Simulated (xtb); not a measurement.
In(F)(Me)(OH) (CH4FInO), SMILES [F][In]([CH3])[OH]. All values are semi-empirical tight-binding results from xtb (GFN2-xTB unless named), good for trends rather than for accurate numbers. Coordinates come from a GFN2-xTB optimisation. Other conformers were not sampled.

The geometry has at least one imaginary mode, so it is a saddle point at that level.

For metal compounds this method's bond lengths and energies can be far off.

Estimate the properties. (The exact figures need the calculation; the answer reports its results.)


| Item | Value |
|---|---|
| orbital gap | 3.50 eV |
